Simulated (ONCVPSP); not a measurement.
# Which setting gave this result? (I (Z = 53), ONCV)

Base potential:

| Item | Value |
| --- | --- |
| Element | I |
| Generator | ONCVPSP 4.0.1 |
| Type | optimised norm-conserving Vanderbilt (ONCV) |
| Functional | PBE |
| Relativity | scalar-relativistic |
| Frozen core | [Kr] |
| Valence charge | 17 |
| Reference configuration | 4d10 5s2 5p5 |
| Partial waves | 5s: rc 1.85 bohr, ncon 4, nbas 8, qcut 3.5 1/bohr, 1 projector; 5p: rc 1.60 bohr, ncon 4, nbas 8, qcut 5.8 1/bohr, 2 projectors, debl 2.9 Ha; 4d: rc 1.30 bohr, ncon 4, nbas 8, qcut 11.9 1/bohr, 2 projectors, debl 2.1 Ha |
| Local potential | polynomial inside 0.90 bohr (lpopt 5, dvloc0 0 Ha) |
| Core correction | Teter function, fcfact 4.25, rcfact 1.15 |

Cutoffs, loose and tight: the cutoffs (Ha) at which the residual kinetic energy of the hardest occupied pseudo-wave falls to 1 and 0.1 mHa per electron. They do not see the model core or the augmentation charge, which bear on the density cutoff. Test errors are all-electron minus pseudo excitation energies from the reference, over the configurations 4d10 5s2 5p4; 4d10 5s2 5p3; 4d10 5s2 5p2; 4d10 5s2 5p4.5; variants that change the core or the reference have their own tests.

Only the scale of all radii but the core radius (base = 1) is moved (2 further runs of the sweep failed or gave no value and are left out):

| scale of all radii but the core radius (base = 1) | cutoff, loose | cutoff, tight | bound ghosts | largest test error (meV) |
| --- | --- | --- | --- | --- |
| 0.93 | 73 Ha | 93 Ha | s, p | +16 |
| 1.09 | 49 Ha | 56 Ha | s, p | -4.7 |
| 1.17 | 47 Ha | 54 Ha | s | -0.8 over the solved tests; 2 of 4 tests not solved or not reliable |
| 1.25 | 44 Ha | 51 Ha | s | +26 |
| 1.29 | 43 Ha | 49 Ha | s | +29 |

Problem. One more run gave cutoff, loose: 51 Ha; cutoff, tight: 73 Ha; bound ghosts: s, p; largest test error (meV): +4.8. Which value of the scale of all radii but the core radius (base = 1) was used?

Solution. 1.01. The loose cutoff moves one way along this sweep, from 73 Ha at 0.93 to 43 Ha at 1.29, which places the run between 0.93 and 1.09.
